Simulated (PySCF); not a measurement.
Ground-state electric properties of a mixed set of molecules.

All values: PBE0/def2-SVPD (PySCF) at GFN2-xTB geometries, gas phase, one conformer each. Core orbitals are frozen in the response; Δα² is half the sum of the squared differences of the principal polarisabilities.

Task: Rank by HOMO–LUMO gap, lowest first.
A. `[H]/P=C\CC`
B. `C1P(C#CC)CCC=1`
C. `C1CPC1`
D. `O=C(O)c1cccc(O)c1`
E. `FC(F)C=C1C=C1`

Result: D (5.36 eV), E (5.60 eV), A (5.82 eV), B (6.20 eV), C (6.99 eV).

Task: Rank by HOMO energy, lowest first.
A. `[H]/P=C\CC`
B. `N#Cc1cccc(Cl)c1`
C. `CC#CP1C=CCC1`
D. `c1c(C(O)=O)cc(O)cc1`
E. `C1C(=CC(F)F)C=1`

Result: B (-7.86 eV), A (-7.28 eV), D (-6.98 eV), E (-6.83 eV), C (-6.43 eV).

All values together:

```
           SMILES  formula  μ (D)  HOMO (eV)  LUMO (eV)  α (Å³)  Δα (Å³)  electrons  α per electron (Å³)
           C1CPC1    C3H7P   1.38      -6.72       0.26    8.84     1.73         40                0.221
  N#Cc1cccc(Cl)c1  C7H4ClN   3.98      -7.86      -1.95   14.59    10.45         70                0.208
       [H]/P=C\CC    C3H7P   1.71      -7.28      -1.46    9.65     4.70         40                0.241
     CC#CP1C=CCC1    C7H9P   1.99      -6.43      -0.23   15.60     6.28         66                0.236
O=C(O)c1cccc(O)c1   C7H6O3   0.97      -6.98      -1.62   13.73     9.24         72                0.191
    FC(F)C=C1C=C1   C5H4F2   5.06      -6.83      -1.22    8.79     5.23         52                0.169
```

Conformers: `[H]/[P:4]=[CH:3]\[CH2:2][CH3:1]` with C1–C2–C3–P4 116°; `[CH3:1][C:2]#[C:3][P:4]1[CH:5]=[CH:6][CH2:7][CH2:8]1` with C3–P4–C5–C6 -87°, C5–C6–C7–C8 -16°, C6–C7–C8–P4 23°, C3–P4–C8–C7 76°; `[O:1]=[C:2]([OH:3])[c:4]1[cH:5][cH:6][cH:7][c:8]([OH:9])[cH:10]1` with O1–C2–O3–H 0°, O1–C2–C4–C5 180°, C7–C8–O9–H 180°; `[F:1][CH:2]([F:3])[CH:4]=[C:5]1[CH:6]=[CH:7]1` with F1–C2–C4–C5 121°.

Task: How closely does the mean polarisability follow the number of electrons in this set?

Result: The correlation coefficient is 0.88; α per electron runs from 0.169 to 0.241 Å³.
